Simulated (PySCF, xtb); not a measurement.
C₃H₄BNO₂, SMILES N#CCB(O)C=O.

xtb 6.7.1 with GFN2-xTB at its own geometry gives an orbital gap of 2.28 eV and a dipole moment of 3.83 D.

Geometry: B3LYP-D3(BJ)/def2-SVP. This is a generated structure with no PubChem entry under its InChIKey; it may be hypothetical. Other conformers were not sampled.

Q: What does ωB97X/def2-TZVP in PySCF give? (Estimate from the structure and the level; the computed values follow.)

A: gap 9.81 eV (levels -10.33 and -0.52 eV), dipole 2.86 D.
